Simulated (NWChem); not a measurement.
# C2H3FN2Si; SMILES F[SiH2]/C=N\C#N

```xyz
9

N      0.9580     2.7009    -0.0008
C      0.0292     1.9915    -0.0004
N     -1.1103     1.2777    -0.0001
C     -1.0578    -0.0121     0.0004
Si     0.5133    -1.0967     0.0006
F     -0.0201    -2.6192    -0.0029
H     -2.0366    -0.5035     0.0006
H      1.2916    -0.8362     1.2323
H      1.2951    -0.8316    -1.2279
```
Atoms are numbered in this order, from 1.

Results from NWChem. Pople sets run with spherical d functions. Structure relaxed at the B3LYP/6-31G* (spherical d) level. B3LYP is NWChem's, with the RPA form of VWN correlation. Level: B3LYP/6-31G* with SMD (1 M gas to 1 M solution), gas-phase geometry. Reactions with the solvent are ignored.

| solvent | dielectric constant | solvation free energy (kcal/mol) | cavity-dispersion-structure term (kcal/mol) | dipole in solution (D) |
|---|---|---|---|---|
| water | 78.4 | -1.2 | 6.1 | 4.18 |
| dimethyl sulfoxide | 46.8 | -5.6 | 1.6 | 4.16 |
| ethylene glycol | 40.2 | -1.5 | 5.6 | 4.16 |
| 1-octanol | 9.86 | -4.1 | 2.4 | 4.03 |
| anisole | 4.22 | -5.4 | -0.1 | 3.83 |
